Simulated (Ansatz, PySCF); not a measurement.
C₃H₇BO₂, SMILES C1B(O)[C@H](O1)C. Atoms are numbered in the order given.

```xyz
13

C     -1.7605    -0.9515     0.1036
C     -0.8046     0.1636    -0.2900
O     -0.5183     1.0627     0.8289
C      0.9211     0.9029     0.8252
B      0.7532    -0.1124    -0.3851
O      1.5121    -0.8999    -1.1638
H     -1.3472    -1.5626     0.9218
H     -2.7219    -0.5359     0.4472
H     -1.9565    -1.6126    -0.7562
H     -1.2299     0.7404    -1.1362
H      1.4476     1.8577     0.6272
H      1.2990     0.5103     1.7897
H      2.4573    -0.8612    -0.9643
```

Geometry optimised at B3LYP-D3(BJ)/def2-SVP. The structure was generated by enumeration; whether it is a known compound was not checked. Other conformers were not sampled.

Two levels are set side by side: PBE-D3(BJ)/def2-SVP (Ansatz, a quantum-chemistry and plane-wave program) and B3LYP-D3(BJ)/def2-SVP (Ansatz). Each level has its own optimised geometry; the coordinates shown are those of the second. Frequencies come from the Hessian of PySCF at each geometry. Differences are taken from unrounded values.

```csv
quantity,B3LYP-D3(BJ),PBE-D3(BJ),PBE-D3(BJ) minus B3LYP-D3(BJ)
mean bond length (Å),1.273,1.280,0.007
bond C1–C2 (Å),1.521,1.523,0.002
bond C2–O3 (Å),1.464,1.472,0.008
bond C2–B5 (Å),1.585,1.588,0.003
bond O3–C4 (Å),1.448,1.455,0.006
bond C4–B5 (Å),1.589,1.590,0.002
bond B5–O6 (Å),1.343,1.352,0.009
bond C1–H7 (Å),1.102,1.109,0.007
bond C1–H8 (Å),1.102,1.110,0.008
bond C1–H9 (Å),1.102,1.109,0.007
bond C2–H10 (Å),1.109,1.118,0.009
bond C4–H11 (Å),1.108,1.117,0.009
bond C4–H12 (Å),1.108,1.117,0.009
bond O6–H13 (Å),0.967,0.976,0.009
highest harmonic wavenumber (cm⁻¹),3825,3710,-116
mean harmonic wavenumber (cm⁻¹),1387,1349,-39
zero-point energy (kcal/mol),65.46,63.62,-1.83
```

GGA bonds tend to be longer and softer than those of functionals with exact exchange. Differences between two approximate levels are no errors against the true value.
